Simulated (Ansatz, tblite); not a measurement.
Cost and result up the ladder for [AgF4]- (AgF₄⁻) (5 atoms). The state is a singlet with charge -1. Geometry: PBE0-D4/def2-SVPD.

Cartesian coordinates in Å:
```
Ag 0.0000 0.0000 0.0000
F -1.1863 -0.3421 1.4694
F 0.0369 1.8621 0.4633
F 1.1863 0.3421 -1.4694
F -0.0370 -1.8621 -0.4633
```

Ansatz on 4 threads of Arm Neoverse V2 on a shared host; xTB runs through tblite on one thread. Times are rough, summed over both states, and most runs start from the orbitals of an earlier one. RPA@PBE/def2-TZVPD serves as the yardstick here, not as an exact answer. Differences are given only for rows in sets of like size (and for xTB, whose basis is part of the method), since another set adds its own error. The other state is a triplet at its own geometry.

In the def2 sets Ag takes a core potential; there is no spin–orbit coupling. The xTB rows come from tblite. HSE06 is defined as in plane-wave codes, on full-range PBE exchange. Correlated methods freeze 4 core orbitals; core or outer-core shells of Ag are correlated, in sets that lack core-valence functions. The rows differ in basis, and correlated rows in double-zeta sets carry the largest basis error. In CCSD on the charge -1 triplet the largest single amplitude is 0.19, so its Hartree–Fock determinant may place the open shell otherwise than the density functionals do. HOMO above LUMO, or a gap near zero within one spin, warns that the state may not be the lowest or that an electron is smeared out. At PBE0-D4/def2-TZVPD a singlet of charge -1 lies 1.99 eV below the triplet, each at its own geometry.

Second-order perturbation terms are unreliable where d shells bring near-degenerate states, and here MP2/def2-TZVPD lies more than 0.4 eV from the median of the functionals without such a term.

Correlated methods converge slowly with the basis, most of all in double-zeta sets.

xTB has no spin-polarisation term.

```
                           level  functions  triplet − singlet (eV)  difference from RPA@PBE/def2-TZVPD (eV)                                   remarks
            r2SCAN-D4/def2-TZVPD        200                    1.75                                     0.18                                         –
             HSE06-D4/def2-TZVPD        200                    1.98                                     0.42                                         –
                        GFN1-xTB         25                    2.80                                     1.23                                         –
               CCSD(T)/def2-SVPD        126                    2.94                                        –  test for broken spin undecided (singlet)
                        GFN2-xTB         25                    2.06                                     0.50                                         –
               PBE-D4/def2-TZVPD        200                    1.56                                     0.00   gap within one spin near zero (triplet)
              RPA@PBE/def2-TZVPD        200                    1.56                                     0.00                                         –
PBE0-D4/def2-TZVPD (with forces)        200                    1.99                                     0.43                                         –
          LDA (SPW92)/def2-TZVPD        200                    1.84                                     0.28   gap within one spin near zero (triplet)
                  MP2/def2-TZVPD        200                    3.46                                     1.90  test for broken spin undecided (singlet)
```

(1) Estimate how long each takes.

## Answers

(1) GFN1-xTB 0.004 s; GFN2-xTB 0.004 s; LDA (SPW92)/def2-TZVPD 2.1 s; PBE-D4/def2-TZVPD 4.7 s; RPA@PBE/def2-TZVPD 10 s; HSE06-D4/def2-TZVPD 11 s; MP2/def2-TZVPD 11 s; PBE0-D4/def2-TZVPD (with forces) 13 s; r2SCAN-D4/def2-TZVPD 15 s; CCSD(T)/def2-SVPD 31 s. On shared hardware such times vary by a factor of up to 3.
